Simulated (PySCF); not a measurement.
trans-(1R,2R)-1-chloro-2-fluorocyclobutane (C4H6ClF), SMILES F[C@@H]1CC[C@H]1Cl. Atoms are numbered in the order given.

```xyz
12

F     -2.0172    -0.7509     0.1191
C     -1.0143     0.1739     0.2337
C     -1.0408     1.3784    -0.7251
C      0.5018     1.2490    -0.8333
C      0.3502    -0.2060    -0.3466
Cl     1.5936    -0.8859     0.7503
H     -0.9279     0.4760     1.2906
H     -1.4606     2.3211    -0.3481
H     -1.5449     1.1008    -1.6627
H      1.0236     1.8607    -0.0838
H      0.9712     1.3995    -1.8144
H      0.2205    -0.9108    -1.1795
```
Charge 0, spin multiplicity 1.

The structure is a stationary point at B3LYP-D3(BJ)/def2-SVP.

Two levels are set side by side: PBE/pcSseg-1 (PySCF) and HF/pcSseg-1 (PySCF). GIAO shifts against CFCl3 (¹⁹F), HCl (³⁵Cl), TMS (¹H), TMS (¹³C) at the same level; non-relativistic, no solvent, atoms listed together averaged. Without spin–orbit terms, shifts of atoms bonded to Cl or Br come out too high at both levels. Differences are taken from unrounded values.

```csv
quantity,PBE
δ(¹⁹F) of F1 (ppm),-194.9
δ(¹³C) of C2 (ppm),101.8
δ(¹³C) of C3 (ppm),30.2
δ(¹³C) of C4 (ppm),28.1
δ(¹³C) of C5 (ppm),68.9
δ(³⁵Cl) of Cl6 (ppm),205.2
δ(¹H) of H7 (ppm),4.96
δ(¹H) of H12 (ppm),4.32
```

These are the PBE values. What does HF give? (An estimate is asked for; the answer gives what the named calculation found.)


```csv
quantity,HF,PBE minus HF
δ(¹⁹F) of F1 (ppm),-152.6,-42.3
δ(¹³C) of C2 (ppm),87.1,14.7
δ(¹³C) of C3 (ppm),25.9,4.3
δ(¹³C) of C4 (ppm),24.4,3.7
δ(¹³C) of C5 (ppm),58.4,10.6
δ(³⁵Cl) of Cl6 (ppm),108.6,96.5
δ(¹H) of H7 (ppm),4.63,0.33
δ(¹H) of H12 (ppm),4.16,0.16
```

Rough cost on one machine, each run with all the roots and properties that it gave: HF against PBE within a factor of 2.
